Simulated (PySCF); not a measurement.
# Zinc: a sound run and one with changed settings

Sound run: Zn⁺ [Ar] 3d10 4s1, Zn²⁺ [Ar] 3d10. Computed with PySCF 2.14 in def2-SVP, with the non-relativistic Hamiltonian (point nucleus). In the sound run the correlated levels freeze [Ar]. The sound run starts from symmetry-adapted Hartree-Fock orbitals and uses a fine grid where one is needed.

Changed run: the spin-free X2C one-electron Hamiltonian (Gaussian nucleus). This setting is unsound on purpose.

```json
{"species": "Zn⁺", "method": "UHF", "sound run (hartree)": "-1777.28512", "changed run (hartree)": "-1790.44198", "converged": "yes"}
{"species": "Zn⁺", "method": "LDA", "sound run (hartree)": "-1775.88857", "changed run (hartree)": "-1789.04307", "converged": "yes"}
{"species": "Zn⁺", "method": "MN15", "sound run (hartree)": "-1779.06360", "changed run (hartree)": "-1792.21542", "converged": "yes"}
{"species": "Zn⁺", "method": "MP2", "sound run (hartree)": "-1777.54381", "changed run (hartree)": "-1790.70015", "converged": "yes"}
{"species": "Zn⁺", "method": "CCSD(T)", "sound run (hartree)": "-1777.53038", "changed run (hartree)": "-1790.68691", "converged": "yes"}
{"species": "Zn²⁺", "method": "UHF", "sound run (hartree)": "-1776.68126", "changed run (hartree)": "-1789.82913", "converged": "yes"}
{"species": "Zn²⁺", "method": "LDA", "sound run (hartree)": "-1775.22013", "changed run (hartree)": "-1788.36445", "converged": "yes"}
{"species": "Zn²⁺", "method": "MN15", "sound run (hartree)": "-1778.42904", "changed run (hartree)": "-1791.57006", "converged": "yes"}
{"species": "Zn²⁺", "method": "MP2", "sound run (hartree)": "-1776.92699", "changed run (hartree)": "-1790.07431", "converged": "yes"}
{"species": "Zn²⁺", "method": "CCSD(T)", "sound run (hartree)": "-1776.91383", "changed run (hartree)": "-1790.06130", "converged": "yes"}
```

Ionisation energy of Zn⁺:

```
 method  sound run (eV)  changed run (eV)
    UHF          16.432            16.677
    LDA          18.189            18.466
   MN15          17.267            17.561
    MP2          16.785            17.030
SCS-MP2          16.736            16.982
   CCSD          16.755            17.002
CCSD(T)          16.777            17.024
```

Most of the change in total energy is the relativistic energy itself. On top of that the contraction fixes the core shape for the Hamiltonian it was made with, so the changed run is not a good calculation with the other Hamiltonian either.

For comparison, NIST gives 17.964 eV between the lowest levels.
